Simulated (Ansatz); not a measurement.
Ga7P7H20, a nanocrystal cut from zinc blende GaP (hydrogen-capped): single points at one geometry.

```yaml
crystal:
  periodic: [false, false, false]
  atoms:
    - {symbol: Ga, position_ang: [0.727166, -3.613647, 0.727023]}
    - {symbol: Ga, position_ang: [-2.209384, 2.212315, -2.207140]}
    - {symbol: Ga, position_ang: [0.790142, -0.795947, -2.046958]}
    - {symbol: Ga, position_ang: [-2.048467, -0.793878, 0.795422]}
    - {symbol: Ga, position_ang: [0.730676, -0.732988, 3.610727]}
    - {symbol: Ga, position_ang: [0.794747, 2.044428, 0.795426]}
    - {symbol: Ga, position_ang: [3.611664, -0.729736, 0.726119]}
    - {symbol: P, position_ang: [-3.291744, 0.708803, -0.701468]}
    - {symbol: P, position_ang: [-0.613538, -2.033086, -0.609350]}
    - {symbol: P, position_ang: [1.967896, -1.969751, 1.964031]}
    - {symbol: P, position_ang: [-0.705677, 0.707480, -3.290518]}
    - {symbol: P, position_ang: [-0.701348, 3.292262, -0.704136]}
    - {symbol: P, position_ang: [2.029994, 0.607914, -0.611436]}
    - {symbol: P, position_ang: [-0.609275, 0.607755, 2.033307]}
    - {symbol: H, position_ang: [1.649027, -4.351176, -0.325575]}
    - {symbol: H, position_ang: [-0.321677, -4.351035, 1.653224]}
    - {symbol: H, position_ang: [-3.116683, 3.120765, -3.113846]}
    - {symbol: H, position_ang: [1.583945, -1.591196, -3.148934]}
    - {symbol: H, position_ang: [-3.150874, -1.587422, 1.590309]}
    - {symbol: H, position_ang: [-0.319381, -1.658000, 4.347876]}
    - {symbol: H, position_ang: [1.655331, 0.316837, 4.348683]}
    - {symbol: H, position_ang: [1.591704, 3.144148, 1.590626]}
    - {symbol: H, position_ang: [4.350599, -1.652504, -0.324618]}
    - {symbol: H, position_ang: [4.347344, 0.321476, 1.651031]}
    - {symbol: H, position_ang: [-4.237606, -0.024148, -1.487630]}
    - {symbol: H, position_ang: [-4.229935, 1.498658, 0.037338]}
    - {symbol: H, position_ang: [-1.477189, -2.784055, -1.471642]}
    - {symbol: H, position_ang: [2.796781, -2.798522, 2.791191]}
    - {symbol: H, position_ang: [-1.492029, -0.023654, -4.237618]}
    - {symbol: H, position_ang: [0.034594, 1.497569, -4.227363]}
    - {symbol: H, position_ang: [0.039103, 4.228743, -1.494480]}
    - {symbol: H, position_ang: [-1.485033, 4.239828, 0.029266]}
    - {symbol: H, position_ang: [2.779687, 1.471181, -1.475258]}
    - {symbol: H, position_ang: [-1.470571, 1.470583, 2.786361]}
basis:
  gaussian: {orbitals: def2-TZVP, fitting: {mean_field: def2-universal-jkfit}, initial_orbitals: start.molden}
hamiltonian: {xc: {name: revPBE}, dispersion: d4}
scf: {omitted_lower_state_checks: [starts]}
output: {forces: true, orbitals: {seedname: orbitals}}
```

The file start.molden holds the orbitals of an earlier run on this structure, at another level or in another basis.

```sh
$ ansatz run in.yaml --threads 2 --pin off --events-out ev --progress --plain --max-ram 32768MiB --backend cuda --devices 0, --max-vram 18GiB
```

It prints (some lines left out):

```
Functional definition: revPBE
3118 factors; integrals over basis functions are off by at most 6.2e-1 eV
mean field evaluation 1: about -431962.8139 eV, gradient 2.4e1 eV
mean field evaluation 2: about -431963.3258 eV, gradient 6.0e-1 eV
mean field evaluation 4: about -431963.3233 eV, gradient 7.9e-2 eV
mean field -431963.32334859 eV, -15874.3593378040 hartree, gradient 8.3e-5 eV, S^2 0.000000; 0 other end points of the search recorded, 0 dependent functions left out
reference -431963.32346835 eV, -15874.3593422049 hartree; 171, 171 occupied and 544, 544 virtual orbitals, 3118 factors
Total energy: -431968.44388617 eV, -15874.5475140892 hartree
Atom 0 at     0.727166    -3.613647     0.727023 Å, force     0.016850     0.006140     0.016790 eV/Å
Atom 1 at    -2.209384     2.212315    -2.207140 Å, force    -0.012001     0.013288    -0.012965 eV/Å
Atom 2 at     0.790142    -0.795947    -2.046958 Å, force    -0.012951     0.014095     0.000056 eV/Å
Atom 3 at    -2.048467    -0.793878     0.795422 Å, force     0.000560     0.013233    -0.013283 eV/Å
Atom 4 at     0.730676    -0.732988     3.610727 Å, force     0.016437    -0.016243    -0.005977 eV/Å
Atom 5 at     0.794747     2.044428     0.795426 Å, force    -0.012813    -0.000051    -0.014068 eV/Å
Atom 6 at     3.611664    -0.729736     0.726119 Å, force    -0.005885    -0.016262     0.016151 eV/Å
Atom 7 at    -3.291744     0.708803    -0.701468 Å, force    -0.194649    -0.017406     0.018218 eV/Å
Atom 8 at    -0.613538    -2.033086    -0.609350 Å, force    -0.070540    -0.050318    -0.070692 eV/Å
Atom 9 at     1.967896    -1.969751     1.964031 Å, force     0.051175    -0.051472     0.051594 eV/Å
Atom 10 at    -0.705677     0.707480    -3.290518 Å, force     0.018337    -0.016937    -0.194562 eV/Å
Atom 11 at    -0.701348     3.292262    -0.704136 Å, force     0.018865     0.194355     0.017218 eV/Å
Atom 12 at     2.029994     0.607914    -0.611436 Å, force     0.049870     0.070865    -0.070530 eV/Å
Atom 13 at    -0.609275     0.607755     2.033307 Å, force    -0.070323     0.070757     0.050445 eV/Å
Atom 14 at     1.649027    -4.351176    -0.325575 Å, force    -0.010730     0.002055    -0.002431 eV/Å
Atom 15 at    -0.321677    -4.351035     1.653224 Å, force    -0.002616     0.001755    -0.010937 eV/Å
Atom 16 at    -3.116683     3.120765    -3.113846 Å, force     0.004674    -0.004816     0.004935 eV/Å
Atom 17 at     1.583945    -1.591196    -3.148934 Å, force    -0.003962     0.004107     0.009112 eV/Å
Atom 18 at    -3.150874    -1.587422     1.590309 Å, force     0.009016     0.003886    -0.003835 eV/Å
Atom 19 at    -0.319381    -1.658000     4.347876 Å, force    -0.002614     0.010752    -0.001760 eV/Å
Atom 20 at     1.655331     0.316837     4.348683 Å, force    -0.010678     0.002366    -0.001915 eV/Å
Atom 21 at     1.591704     3.144148     1.590626 Å, force    -0.004130    -0.009060    -0.004079 eV/Å
Atom 22 at     4.350599    -1.652504    -0.324618 Å, force    -0.001886     0.010328    -0.002298 eV/Å
Atom 23 at     4.347344     0.321476     1.651031 Å, force    -0.001534     0.002077    -0.010568 eV/Å
Atom 24 at    -4.237606    -0.024148    -1.487630 Å, force     0.118557     0.098598     0.099080 eV/Å
Atom 25 at    -4.229935     1.498658     0.037338 Å, force     0.117562    -0.099701    -0.099441 eV/Å
Atom 26 at    -1.477189    -2.784055    -1.471642 Å, force     0.102334     0.104362     0.102305 eV/Å
Atom 27 at     2.796781    -2.798522     2.791191 Å, force    -0.102447     0.102011    -0.101997 eV/Å
Atom 28 at    -1.492029    -0.023654    -4.237618 Å, force     0.098889     0.098073     0.118674 eV/Å
Atom 29 at     0.034594     1.497569    -4.227363 Å, force    -0.099910    -0.099932     0.117381 eV/Å
Atom 30 at     0.039103     4.228743    -1.494480 Å, force    -0.099982    -0.117171     0.099908 eV/Å
Atom 31 at    -1.485033     4.239828     0.029266 Å, force     0.098631    -0.118853    -0.098425 eV/Å
Atom 32 at     2.779687     1.471181    -1.475258 Å, force    -0.104038    -0.102572     0.102570 eV/Å
Atom 33 at    -1.470571     1.470583     2.786361 Å, force     0.101931    -0.102311    -0.104671 eV/Å
Dipole moment:    -1.354676     1.356243    -1.353279 e Å
Checks for a lower state left out: starts
```

Run time 8 s (2 threads of AMD EPYC 7R13 on a shared host and a share (18 GiB) of an NVIDIA H100 80GB HBM3), peak host memory 1.2 GiB.

First input, but with `hamiltonian: {xc: pbe, dispersion: d4}`, `output: {orbitals: {seedname: orbitals}}` (abridged; 9 s):

```
Functional definition: PBE
mean field -431916.66925109 eV, -15872.6448313443 hartree, gradient 7.3e-5 eV, S^2 0.000000
Total energy: -431919.21619671 eV, -15872.7384298692 hartree
Checks for a lower state left out: starts
```

The first input with `hamiltonian: {xc: pbe0, dispersion: d4}` (abridged; 20 s):

```
Functional definition: PBE0
mean field -431930.67887385 eV, -15873.1596754845 hartree, gradient 9.6e-6 eV, S^2 0.000000
Total energy: -431932.98420568 eV, -15873.2443948665 hartree
Atom 0 force     0.014561     0.059418     0.014560 eV/Å
Atom 1 force     0.037014    -0.035795     0.035960 eV/Å
Atom 2 force    -0.006762     0.008221     0.033677 eV/Å
Atom 3 force     0.034274     0.007267    -0.007195 eV/Å
Atom 4 force     0.014187    -0.013916    -0.059315 eV/Å
Atom 5 force    -0.006583    -0.033709    -0.008136 eV/Å
Atom 6 force    -0.059357    -0.013906     0.013816 eV/Å
Atom 7 force    -0.500120     0.035998    -0.033822 eV/Å
Atom 8 force    -0.204576    -0.151370    -0.204709 eV/Å
Atom 9 force     0.200308    -0.200659     0.200647 eV/Å
Atom 10 force    -0.033648     0.036666    -0.499990 eV/Å
Atom 11 force    -0.032829     0.499905    -0.036076 eV/Å
Atom 12 force     0.151157     0.204619    -0.204284 eV/Å
Atom 13 force    -0.204113     0.204749     0.151931 eV/Å
Atom 14 force    -0.092280     0.054974     0.098251 eV/Å
Atom 15 force     0.097715     0.054639    -0.092908 eV/Å
Atom 16 force     0.097306    -0.097553     0.097513 eV/Å
Atom 17 force    -0.078837     0.079015     0.110532 eV/Å
Atom 18 force     0.110515     0.078670    -0.078813 eV/Å
Atom 19 force     0.097850     0.092574    -0.054599 eV/Å
Atom 20 force    -0.092504    -0.098072    -0.054823 eV/Å
Atom 21 force    -0.079236    -0.110257    -0.078987 eV/Å
Atom 22 force    -0.054933     0.091997     0.098305 eV/Å
Atom 23 force    -0.054150    -0.098439    -0.092379 eV/Å
Atom 24 force     0.284231     0.200956     0.224594 eV/Å
Atom 25 force     0.281891    -0.225802    -0.202784 eV/Å
Atom 26 force     0.239228     0.213628     0.238998 eV/Å
Atom 27 force    -0.227175     0.226681    -0.226459 eV/Å
Atom 28 force     0.224497     0.200161     0.284651 eV/Å
Atom 29 force    -0.203465    -0.226053     0.281395 eV/Å
Atom 30 force    -0.203569    -0.281240     0.226044 eV/Å
Atom 31 force     0.223835    -0.284913    -0.200855 eV/Å
Atom 32 force    -0.212910    -0.239378     0.239453 eV/Å
Atom 33 force     0.238480    -0.239075    -0.214193 eV/Å
Dipole moment:    -1.422498     1.424061    -1.420980 e Å
Checks for a lower state left out: starts
```

The first input with `gaussian: {orbitals: def2-SVP, fitting: {mean_field: def2-universal-jkfit}, initial_orbitals: start.molden}`, `hamiltonian: {xc: pbe, dispersion: d4}`, `output: {orbitals: {seedname: orbitals}}` (abridged; 4 s):

```
Functional definition: PBE
mean field -431847.23837111 eV, -15870.0932935667 hartree, gradient 3.6e-5 eV, S^2 0.000000
Total energy: -431849.78530753 eV, -15870.1868917537 hartree
Checks for a lower state left out: starts
```

As the first input, with `gaussian: {orbitals: STO-3G}`, `hamiltonian: {xc: hf}`, `output: {orbitals: {seedname: orbitals}}` (abridged; 5.5 s):

```
Functional definition: HF
mean field -426586.81470265 eV, -15676.7762893941 hartree, gradient 2.8e-5 eV, S^2 0.000000
Total energy: -426586.81470265 eV, -15676.7762893941 hartree
Checks for a lower state left out: starts
```

Geometry: PBE-D4/def2-SVP.

Single mean-field runs in def2-SVP, def2-TZVP are fitted with def2-universal-jkfit.
